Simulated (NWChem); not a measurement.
CH₅AuO₂; SMILES C[O][Au]<-[OH2]

```xyz
9

Au     0.0516    -0.1823     0.0000
O      0.5033     1.7093     0.0000
C     -0.5356     2.6313     0.0000
H     -1.1936     2.5744     0.8923
H     -0.0888     3.6448     0.0000
H     -1.1936     2.5744    -0.8923
O     -0.3189    -2.2987     0.0000
H      0.0694    -2.7302     0.7727
H      0.0694    -2.7302    -0.7727
```
Atoms are numbered in this order, from 1.

Results from NWChem. Medium grid unless said otherwise, to which SCAN and Minnesota functionals are sensitive. Coordinates come from a PBE0/def2-SVP optimisation. Not confirmed as a minimum by frequencies. def2 effective core potentials on Au; no spin-orbit coupling. Hybrids' shares of exact exchange are those that their runs print; pure functionals count as 0. The functionals differ in more than this share.

```
row              share of exact exchange  highest occupied level (eV)
---------------  -----------------------  ---------------------------
PBE/def2-SVP                        0.00                        -4.43
PW91/def2-SVP                       0.00                        -4.51
B3LYP/def2-SVP                      0.20                        -5.65
M06/def2-SVP                        0.27                        -5.92
MN15/def2-SVP                       0.44                     withheld
M05-2X/def2-SVP                     0.56                        -7.41
```

### Question
Fit a straight line of the last column on the one before it, predict the withheld value, and compare with the run.

### Answer

1. Means of the 5 shown rows: x = 0.206, y = -5.584. Slope Σ(x − x̄)(y − ȳ)/Σ(x − x̄)² = -1.126/0.2143 = -5.256; intercept -4.501.
2. The shown rows scatter about the line by 0.056 (root mean square); the largest residual is -0.10, at B3LYP/def2-SVP.
3. At x = 0.44 (MN15/def2-SVP; inside the shown range) the line gives -6.81.
4. The run gives -6.73, +0.08 from the line, 1.4 times the scatter.
